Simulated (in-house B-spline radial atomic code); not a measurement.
Ionising Te with different functionals

Computed with a radial B-spline atomic code at the basis-set limit: non-relativistic Hamiltonian, point nucleus, spin-polarised at highest spin, spherical fractional occupations for the functionals, the average over the highest-spin determinants for Hartree-Fock. The ionisation energy is the difference of two self-consistent energies, [Kr] 4d10 5s2 5p4 → [Kr] 4d10 5s2 5p3, without Breit or QED terms; ε is the level of the shell that loses the electron (its least bound occupied spin orbital). There is no spin-orbit coupling in this Hamiltonian.

Hybrids are left out here: with spherical fractional occupations of an open shell their exact exchange keeps a self-interaction that integer-occupation calculations don't have.

```tsv
method	rung	ΔSCF (eV)	-ε(5p) (eV)
Hartree-Fock	Hartree-Fock	7.63	8.19
LDA VWN5	LDA	9.07	5.55
LDA PW92	LDA	9.08	5.56
LDA exchange-only	LDA	7.52	4.21
PBE	GGA	8.70	5.27
PBEsol	GGA	8.71	5.29
BLYP	GGA	8.77	5.25
RPBE	GGA	8.58	5.19
PW91	GGA	8.77	5.34
BP86	GGA	8.90	5.44
AM05	GGA	8.66	5.24
OLYP	GGA	8.35	4.98
TPSS	meta-GGA	8.63	5.26
SCAN	meta-GGA	8.54	5.25
r2SCAN	meta-GGA	8.49	5.24
M06-L	meta-GGA	8.51	5.10
revTPSS	meta-GGA	8.62	5.25
```

(1) How do they compare with the NIST value?

Results:

(1) NIST lists 9.010 eV (measured, ground level to ground level). Errors run from -1.49 to +0.07 eV; LDA VWN5 is closest (+0.06 eV), but part of that can be cancellation, since the calculations leave out relativity, Breit-QED terms, multiplet and fine-structure energies. Hartree-Fock also lacks correlation.
